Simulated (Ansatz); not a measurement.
`[F][GeH]([F])[SiH3]` + CH₃OH → `C[O][GeH]([F])[F]` + SiH₄  (cleavage of the Ge–Si bond)

Calculated with Ansatz (gas phase, PBE0-D4/def2-TZVP geometries, no zero-point term in ΔE). CBS: MP2 limit from def2 TZ/QZ plus the TZ coupled-cluster correction, frozen cores. This one scheme is used for every species. Functionals use def2-TZVPP. B3LYP here is the variant with VWN-RPA as its local correlation; programs differ in this. HSE06 is defined as in plane-wave codes. For Ge outer-core shells are correlated without core-valence functions, which leaves a few kJ/mol of doubt a bond. Scalar relativity is left out up to krypton. One conformer a species, not always the lowest.

`[F][GeH]([F])[SiH3]`:

```xyz
8

F    -0.117    0.294    2.301
Ge   -0.467    0.780    0.672
F    -2.185    0.581    0.534
Si    0.588   -0.764   -0.812
H    -0.205    2.293    0.612
H     2.057   -0.659   -0.627
H     0.221   -0.399   -2.202
H     0.109   -2.125   -0.478
```

CH₃OH:

Z-matrix (Å, degrees):
```
C
O 1 1.409
H 1 1.097 2 112.4
H 1 1.090 2 107.0 3 -118.5
H 1 1.097 2 112.4 3 123.0
H 2 0.959 1 108.5 3 -61.6
```

`C[O][GeH]([F])[F]`:

Z-matrix (Å, degrees):
```
C
O 1 1.421
H 1 1.094 2 111.4
H 1 1.091 2 107.2 3 -118.9
H 1 1.094 2 111.4 3 122.1
Ge 2 1.737 1 120.9 3 -61.0
F 6 1.722 2 109.2 1 -56.1
F 6 1.722 2 109.2 1 56.4
H 6 1.517 2 111.7 1 -179.8
```

SiH₄:

```xyz
5

Si    0.000    0.000    0.000
H     1.102    0.462    0.880
H    -0.848    1.158   -0.379
H    -0.824   -1.002    0.723
H     0.570   -0.618   -1.224
```

```json
{"level": "LDA (SPW92)", "ΔE (kJ/mol)": "-24.2", "difference from CCSD(T)/CBS": "14.1"}
{"level": "PBE-D4", "ΔE (kJ/mol)": "-19.9", "difference from CCSD(T)/CBS": "18.4"}
{"level": "revPBE-D4", "ΔE (kJ/mol)": "-23.3", "difference from CCSD(T)/CBS": "15.0"}
{"level": "BLYP-D4", "ΔE (kJ/mol)": "-31.7", "difference from CCSD(T)/CBS": "6.6"}
{"level": "r2SCAN-D4", "ΔE (kJ/mol)": "-35.7", "difference from CCSD(T)/CBS": "2.6"}
{"level": "B97M-V", "ΔE (kJ/mol)": "-38.0", "difference from CCSD(T)/CBS": "0.3"}
{"level": "PBE0-D4", "ΔE (kJ/mol)": "-24.6", "difference from CCSD(T)/CBS": "13.7"}
{"level": "B3LYP-D4", "ΔE (kJ/mol)": "-34.1", "difference from CCSD(T)/CBS": "4.2"}
{"level": "r2SCANh-D4", "ΔE (kJ/mol)": "-35.8", "difference from CCSD(T)/CBS": "2.5"}
{"level": "r2SCAN0-D4", "ΔE (kJ/mol)": "-36.1", "difference from CCSD(T)/CBS": "2.2"}
{"level": "CAM-B3LYP-D4", "ΔE (kJ/mol)": "-40.8", "difference from CCSD(T)/CBS": "-2.5"}
{"level": "ωB97X-V", "ΔE (kJ/mol)": "-39.7", "difference from CCSD(T)/CBS": "-1.4"}
{"level": "ωB97M-V", "ΔE (kJ/mol)": "-38.5", "difference from CCSD(T)/CBS": "-0.2"}
{"level": "B2PLYP", "ΔE (kJ/mol)": "-41.8", "difference from CCSD(T)/CBS": "-3.5"}
{"level": "PBE-QIDH", "ΔE (kJ/mol)": "-38.2", "difference from CCSD(T)/CBS": "0.1"}
{"level": "PBE", "ΔE (kJ/mol)": "-18.9", "difference from CCSD(T)/CBS": "19.4"}
{"level": "revPBE", "ΔE (kJ/mol)": "-17.0", "difference from CCSD(T)/CBS": "21.3"}
{"level": "BLYP", "ΔE (kJ/mol)": "-28.7", "difference from CCSD(T)/CBS": "9.6"}
{"level": "PBE0", "ΔE (kJ/mol)": "-23.8", "difference from CCSD(T)/CBS": "14.5"}
{"level": "B3LYP", "ΔE (kJ/mol)": "-32.5", "difference from CCSD(T)/CBS": "5.8"}
{"level": "r2SCANh", "ΔE (kJ/mol)": "-35.5", "difference from CCSD(T)/CBS": "2.8"}
{"level": "r2SCAN0", "ΔE (kJ/mol)": "-35.8", "difference from CCSD(T)/CBS": "2.5"}
{"level": "HSE06", "ΔE (kJ/mol)": "-23.9", "difference from CCSD(T)/CBS": "14.4"}
{"level": "CAM-B3LYP", "ΔE (kJ/mol)": "-40.2", "difference from CCSD(T)/CBS": "-1.9"}
{"level": "LC-ωPBE", "ΔE (kJ/mol)": "-32.9", "difference from CCSD(T)/CBS": "5.4"}
{"level": "RPA@PBE/def2-TZVPP", "ΔE (kJ/mol)": "-46.8", "difference from CCSD(T)/CBS": "-8.5"}
{"level": "HF/def2-SVP", "ΔE (kJ/mol)": "-55.9", "difference from CCSD(T)/CBS": "-17.6"}
{"level": "MP2/def2-SVP", "ΔE (kJ/mol)": "-64.3", "difference from CCSD(T)/CBS": "-26.0"}
{"level": "CCSD/def2-SVP", "ΔE (kJ/mol)": "-57.2", "difference from CCSD(T)/CBS": "-18.9"}
{"level": "CCSD(T)/def2-SVP", "ΔE (kJ/mol)": "-57.9", "difference from CCSD(T)/CBS": "-19.6"}
{"level": "HF/def2-TZVPP", "ΔE (kJ/mol)": "-55.4", "difference from CCSD(T)/CBS": "-17.1"}
{"level": "MP2/def2-TZVPP", "ΔE (kJ/mol)": "-51.0", "difference from CCSD(T)/CBS": "-12.7"}
{"level": "SCS-MP2/def2-TZVPP", "ΔE (kJ/mol)": "-53.2", "difference from CCSD(T)/CBS": "-14.9"}
{"level": "CCSD/def2-TZVPP", "ΔE (kJ/mol)": "-46.0", "difference from CCSD(T)/CBS": "-7.7"}
{"level": "CCSD(T)/def2-TZVPP", "ΔE (kJ/mol)": "-46.1", "difference from CCSD(T)/CBS": "-7.8"}
{"level": "HF/def2-QZVPP", "ΔE (kJ/mol)": "-55.9", "difference from CCSD(T)/CBS": "-17.6"}
{"level": "MP2/def2-QZVPP", "ΔE (kJ/mol)": "-46.7", "difference from CCSD(T)/CBS": "-8.4"}
{"level": "SCS-MP2/def2-QZVPP", "ΔE (kJ/mol)": "-49.4", "difference from CCSD(T)/CBS": "-11.1"}
{"level": "HF/CBS(def2)", "ΔE (kJ/mol)": "-56.0", "difference from CCSD(T)/CBS": "-17.7"}
{"level": "CCSD/CBS(def2)", "ΔE (kJ/mol)": "-38.2", "difference from CCSD(T)/CBS": "0.1"}
{"level": "CCSD(T)/CBS", "ΔE (kJ/mol)": "-38.3", "difference from CCSD(T)/CBS": "0"}
```

Largest T1 diagnostic among the species: 0.013.

From PBE to PBE0 (25 % exact exchange), in def2-TZVPP and without D4, ΔE moves by −5.0 kJ/mol. In def2-TZVPP, CCSD(T) changes the Hartree–Fock value by +9.4 kJ/mol (the triples alone add −0.0 kJ/mol) and MP2 by +4.4 kJ/mol.

CCSD(T)/CBS has its own doubt, a few kJ/mol and more with outer-core shells, so smaller differences from it don't rank the levels.
